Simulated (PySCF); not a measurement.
PbHI, SMILES [I][PbH] (connectivity only; charge and spin as stated), neutral, multiplicity 1. Coordinates come from a B3LYP-D3(BJ)/def2-TZVP optimisation. The def2 effective core potentials stand for the cores of I, Pb; spin–orbit coupling is left out.

All values below come from B3LYP-D3(BJ)/def2-TZVP run with PySCF.

Harmonic wavenumbers (cm⁻¹): 158, 490, 1585. Rotational constants (GHz): 146.4, 0.7933, 0.7891; symmetry number 1.

**Question.** Work out the zero-point energy and the ideal-gas rigid-rotor harmonic-oscillator thermochemistry at 298.15 K and 1 atm.

**Answer.** ZPE = ½ Σ hcν = ½ × 2232 cm⁻¹ = 13.35 kJ/mol. H − E(el) = 25.54 kJ/mol. Entropy in J/(mol K): translation 181.26, rotation 107.38, vibration 13.67, total 302.31. G − E(el) = -64.59 kJ/mol. Cp = 46.74 J/(mol K).
